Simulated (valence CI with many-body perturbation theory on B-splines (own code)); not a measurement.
**Ir37+: key properties**

Method: relativistic CI+MBPT: four valence electrons over a frozen Dirac-Fock core [Kr], radial functions for each j: 7 s, 7 p, 8 d, 6 f, 4 g, 1 h, with the one-electron correlation potential Σ1, the two-electron term Σ2, the three-electron term Σ3, Breit, model QED; selected CI, second order for the rest, scaled by the run's own slope (own B-spline code, finite nucleus).

No measured spectrum was set against this ion. As an estimate, large intervals hold to a few tenths of a per cent, small ones and those within an open d or f shell to about a per cent. Only levels of the ground parity were solved; by the run's estimate the other parity begins above the list, which can be wrong where configurations are misplaced.

Levels are named by their leading jj configuration (3d3/2^4 stands for four electrons in 3d with j = 3/2), which in mixed levels can hold well under half, so a name can repeat and another be missing.

Rates and lifetimes use the calculated energies. Strong lines usually hold to 10 to 20 %, long lifetimes can be off by a factor of two.

What is the ground level?

(4d3/2^4) J=0, composition 59 % 4d⁴ ³P + 28 % 4d⁴ ⁵D + 13 % 4d⁴ ¹S.

Name the longest-lived excited levels whose lifetime is computed, and their main decay.

(4d3/2^2 4d5/2^2) J=6 at 46.385 eV lives 45.6 ms, mostly by M1 to (4d3/2^2 4d5/2^2) J=5. The lifetime of (4d3/2^3 4d5/2) J=4 is too uncertain to give, and may be longer.

What is the ionisation energy?

1685 eV; NIST lists 1684 ± 4 eV (theoretical).

How well does LS coupling describe the low levels?

Among the lowest 20 levels the leading LS term, summed over configurations, holds 47 % on average. For single configurations the figures are 47 % in LS and 96 % in jj coupling. Terms mix most in the J = 4 level at 23.895 eV, where the leading one holds 29 %.
